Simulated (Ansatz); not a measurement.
An input meant for the cluster BiF3 (charge 0, singlet; with a point charge).

```yaml
crystal:
  periodic: [false, false, false]
  atoms:
    - {symbol: Bi, position_ang: [0.622268, -0.217117, 0.404197]}
    - {symbol: F, position_ang: [-1.173077, -0.015371, 1.304980]}
    - {symbol: F, position_ang: [0.585536, 1.556848, -0.558464]}
    - {symbol: F, position_ang: [-0.034727, -1.324360, -1.150713]}
basis:
  gaussian: {orbitals: def2-TZVP, point_charges: [{charge: 0.50, position_ang: [5.474, 0.950, 0.368]}]}
hamiltonian: {xc: {name: B2PLYP}, dispersion: rvv10}
```

```sh
$ ansatz run in.yaml --threads 4 --pin off --events-out ev --progress --plain --max-ram 3916MiB
```

It prints (some lines left out):

```
Error: invalid value for `hamiltonian.dispersion`: this functional's text states its nonlocal part
```

In this input the functional holds a nonlocal dispersion part already, so the dispersion key must go. The input was rejected before any iteration.
